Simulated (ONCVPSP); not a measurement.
chromium (Cr): one change to an ONCV potential, before and after

- Element: chromium (Cr)
- Generator: ONCVPSP 4.0.1
- Type: optimised norm-conserving Vanderbilt (ONCV)
- Functional: PBE
- Relativity: scalar-relativistic
- Frozen core: [Ne]
- Valence charge: 14
- Reference configuration: 3s2 3p6 3d5 4p1
- Partial waves: 3s: rc 1.15 bohr, ncon 4, nbas 8, qcut 12.7 1/bohr, 1 projector; 3p+4p: rc 1.85 bohr, ncon 4, nbas 8, qcut 9.5 1/bohr, 2 projectors; 3d: rc 2.20 bohr, ncon 4, nbas 8, qcut 5.9 1/bohr, 1 projector
- Local potential: polynomial inside 1.05 bohr (lpopt 5, dvloc0 0 Ha)
- Core correction: Teter function, fcfact 5, rcfact 1.75

Change: d: rc 2.4.

Cutoffs: the cutoffs (Ha) at which the residual kinetic energy of the hardest occupied pseudo-wave falls to 1 and 0.1 mHa per electron; they do not see the model core or the augmentation charge, which bear on the density cutoff. Errors are all-electron minus pseudo energies relative to the spin-unpolarised reference configuration.

Q: How do hardness, ghosts and transferability respond?

A: The potential gets neither clearly harder nor softer (48 Ha and 57 Ha → 48 Ha and 57 Ha); of the 4 tests that both files solve, the error grows in 2 and shrinks in 0 by more than 15 % and 0.3 meV (median size 28.2 → 35.6 meV); neither file shows a bound ghost.

```tsv
quantity	base	changed
cutoff, loose	48 Ha	48 Ha
cutoff, tight	57 Ha	57 Ha
loose cutoff by channel	s 48 Ha, p 25 Ha, d 17 Ha	s 48 Ha, p 25 Ha, d 15 Ha
bound ghosts	none	none
GHOST(+) flags under 300 eV	none	none
error for 3s2 3p6 3d5 4s1 4p0, meV [ΔE -3.12 eV]	+34	+33
error for 3s2 3p6 3d5 4p0, meV [ΔE 3.78 eV]	+2.8	+2.9
error for 3s2 3p6 3d4 4p0, meV [ΔE 19.83 eV]	+23	+38
error for 3s2 3p5 3d5 4s1 4p0, meV [ΔE 48.39 eV]	-509	-607
s: phases at 1.17 bohr within 0.05 rad from the reference energy up to (Ha; the scan ends near 5)	3.1	3.1
p: phases at 1.88 bohr within 0.05 rad from the reference energy up to (Ha; the scan ends near 5)	4.7	4.7
rms error of d²Exc/dni dnj with the model core, mHa	3.18	3.49
```
